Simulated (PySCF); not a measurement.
Computed structure and properties of Cs2Br2

System: Cs2Br2 (singlet); start: template (D2h). Method: PySCF 2.14.0, RKS PBE0, Cs def2-SVP with ECP46, Br def2-SVP; non-relativistic Hamiltonian with scalar-relativistic core potentials where named; density fitting; no spin-orbit coupling.

Input of the relaxation:

```python
mol = gto.M(atom='''
Cs     0.00000     0.00000     2.66000
Cs    -0.00000    -0.00000    -2.66000
Br     2.27470    -0.00000    -0.00000
Br    -2.27470     0.00000     0.00000''',
    basis={'Cs': 'def2-SVP', 'Br': 'def2-SVP'},
    ecp={'Cs': 'def2-SVP'},
    charge=0, spin=0)
mf = dft.RKS(mol, xc='PBE0')
mf.grids.atom_grid = (50, 194)
mf = mf.density_fit()  # fitting sets: Cs def2-universal-JKFIT, Br def2-universal-JKFIT
mf.conv_tol = 1e-08; mf.max_cycle = 55
mf.kernel(dm0)  # dm0: converged density of the start geometry
# quasi-Newton relaxation in Cartesian coordinates to a largest gradient under 0.00045 Eh/bohr, steps kept in the point group
```

Run from Python with OMP_NUM_THREADS=2; the lines above give its settings. Where DIIS fails, smearing, a level shift and second-order steps follow.
It took 2.2 min on 2 threads of Arm Neoverse V1 (shared host), from the converged density of the start.

Course of the relaxation:

```csv
step,energy above end (eV),largest force component within the symmetry (eV/Å)
0,0.1883,0.587
1,0.1508,0.543
2,-0.0044,0.103
3,-0.0034,0.052
4,-0.0027,0.036
5,-0.0024,0.031
6,-0.0022,0.027
7,-0.0020,0.024
10,-0.0013,0.015
11,-0.0010,0.013
12,-0.0008,0.011
13,-0.0005,0.008
14,-0.0002,0.006
15,0.0000,0.004
```
(The steps between are left out.)

Relaxed geometry (D2h):

```xyz
4

Cs    0.0000    0.0000    2.3580
Cs    0.0000    0.0000   -2.3580
Br    2.3786    0.0000    0.0000
Br   -2.3786    0.0000    0.0000
```

| contact | Å |
| --- | --- |
| Cs1–Br3 (Br) | 3.349 |
| Cs1–Br4 (Br) | 3.349 |

On the finer grid (75, 302):

The HOMO is -6.07 eV and the LUMO is -0.78 eV. The dipole about the centre of mass is 0.00 D. The set of Mulliken populations of Cs1 outside the core potential is s 2.10, p 6.06, d 0.23 and the D3(BJ) dispersion energy (not in the energies) is -0.123 eV.

```
atom  Mulliken (e)  Löwdin (e)  spin (e)
 Cs1          0.61        0.26      0.00
 Cs2          0.61        0.26      0.00
 Br3         -0.61       -0.26      0.00
 Br4         -0.61       -0.26      0.00
```

On the grid (50, 194), as all that follows. Harmonic modes: a minimum; lowest 60 cm⁻¹ (negative: unstable), highest 122 cm⁻¹, zero-point energy 0.036 eV.

Taking off one Br (charge -1, singlet; the rest: singlet) in vacuum, both parts rigid, costs 5.69 eV; the small basis without counterpoise inflates it. Most of it is the attraction of opposite charges; other ways to part are cheaper, and one spin state was tried for the rest.

Rigid scan of Br along the line from its metal:

distance to Br3 (Å), energy (eV) and a bar:
```
     3.05      0.140 #####
     3.15      0.049 ##
     3.25      0.012 
     3.35      0.000 
     3.45      0.012 
     3.55      0.050 ##
     3.75      0.143 #####
     4.05      0.309 ###########
     4.45      0.542 ###################
     4.95      0.846 ##############################
```

One start shape was tried, so this needn't be the lowest isomer.
